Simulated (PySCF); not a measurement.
Vertical excitations of a molecule C3H4BrF from TDA-PBE/def2-SVPD (PySCF), as energy in eV (oscillator strength): 5.37 (0.000), 6.02 (0.008), 6.70 (0.043), 6.75 (0.010), 6.83 (0.106), 7.20 (0.000), 7.27 (0.007), 7.31 (0.042), 7.65 (0.016), 7.80 (0.001). Lowest triplet (TDA): 4.78 eV. Geometry: B3LYP-D3(BJ)/def2-SVP. The values are those of a single conformer.

Problem. Which molecule gave these data?
A) FC1(Br)CC1
B) F[C@@H]1C[C@H]1Br
C) C/C(Br)=C\F
D) C/C=C(\F)Br

Solution. A, FC1(Br)CC1
